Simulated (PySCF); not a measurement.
## Ar²⁺ (argon, charge +2): UHF calculation

Configuration: [Ne] 3s2 3p3 3d1, high-spin 5D determinant (an excited configuration). All numbers are calculated (PySCF 2.14, the spin-free X2C one-electron Hamiltonian (Gaussian nucleus), in aug-cc-pVDZ-DK (5s4p2d, 27 functions)).

| Property | Result |
| --- | --- |
| Total energy | -526.363184 hartree |
| One-electron energy | -708.7917 hartree |
| Hartree (Coulomb) energy | 211.9954 hartree |
| Exchange energy | -29.5668 hartree |
| ⟨S²⟩ | 6.0009 |
| ⟨L²⟩ | 6.003 |
| Sum of ⟨r⟩ | 12.23 bohr |
| Sum of ⟨r²⟩ | 17.37 bohr² |
| Traceless quadrupole moment −½Σ⟨3z² − r²⟩ along its main axis | 1.31 e·bohr² |
| Langevin diamagnetic susceptibility | -13.8 ×10⁻⁶ cm³/mol |

```json
{"shell": "1s α", "electrons": "1", "mean orbital energy (hartree)": "-120.48935", "spread (hartree)": "0", "rms radius, mean of both spins (bohr)": "0.0991"}
{"shell": "1s β", "electrons": "1", "mean orbital energy (hartree)": "-120.44136", "spread (hartree)": "0", "rms radius, mean of both spins (bohr)": "0.0991"}
{"shell": "2s α", "electrons": "1", "mean orbital energy (hartree)": "-13.71885", "spread (hartree)": "0", "rms radius, mean of both spins (bohr)": "0.445"}
{"shell": "2s β", "electrons": "1", "mean orbital energy (hartree)": "-13.67101", "spread (hartree)": "0", "rms radius, mean of both spins (bohr)": "0.445"}
{"shell": "2p α", "electrons": "3", "mean orbital energy (hartree)": "-10.90158", "spread (hartree)": "0.00531", "rms radius, mean of both spins (bohr)": "0.416"}
{"shell": "2p β", "electrons": "3", "mean orbital energy (hartree)": "-10.81690", "spread (hartree)": "0.00630", "rms radius, mean of both spins (bohr)": "0.416"}
{"shell": "3s α", "electrons": "1", "mean orbital energy (hartree)": "-2.49252", "spread (hartree)": "0", "rms radius, mean of both spins (bohr)": "1.42"}
{"shell": "3s β", "electrons": "1", "mean orbital energy (hartree)": "-2.00602", "spread (hartree)": "0", "rms radius, mean of both spins (bohr)": "1.42"}
{"shell": "3p α", "electrons": "3", "mean orbital energy (hartree)": "-1.74672", "spread (hartree)": "0.02552", "rms radius, mean of both spins (bohr)": "1.55"}
{"shell": "3d α", "electrons": "1", "mean orbital energy (hartree)": "-0.71990", "spread (hartree)": "0", "rms radius, mean of both spins (bohr)": "2.16"}
```

The outer electron is Rydberg-like, and this basis confines it to a smaller radius and binds it less than a complete one would.

Densities and radii are taken from the X2C orbitals without a picture-change correction, which distorts them close to the nucleus.

Spin-orbit constants ζ (cm⁻¹) from the X2C one-electron operator on these orbitals: bare nucleus, nucleus screened by l(l+1)(2l+1)/3 electrons, and screened by the Breit-Pauli mean field of the electrons.

```
shell   bare  screened nucleus  mean field
   2p  13060             11610       10940
   3p   1252              1113        1038
   3d  29.60             13.16       6.469
```

To first order the Landé constant is A = 1.617 cm⁻¹, so the lowest level has J = 0 and lies 0.00120 eV below the centre of the term. This holds in LS coupling only.
